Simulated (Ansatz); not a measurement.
Basis-set series for BFH$_{4}$OSi$_{2}$ (`F[Si]1([SiH3])BO1`). Charge 0, multiplicity 1. The structure was optimised at the PBE0-D4/def2-TZVP level.

```csv
functional,basis,functions,energy (Eh),HOMO (eV),LUMO (eV)
PBE0-D4,def2-SVP,98,-780.58295,-7.06,-1.18
PBE0-D4,def2-TZVPP,233,-781.04042,-7.07,-1.39
ωB97M-V,def2-SVP,98,-780.92667,-9.10,0.92
ωB97M-V,def2-TZVPP,233,-781.39020,-9.14,0.57
```

(1) Give the rows for def2-QZVPP. (Estimate.)

Results:

(1) Computed: 
| functional | basis | functions | energy (Eh) | HOMO (eV) | LUMO (eV) |
| --- | --- | --- | --- | --- | --- |
| PBE0-D4 | def2-QZVPP | 431 | -781.07161 | -7.09 | -1.44 |
| ωB97M-V | def2-QZVPP | 431 | -781.41924 | -9.16 | 0.43 |

Positive LUMOs are unbound and depend on the basis.
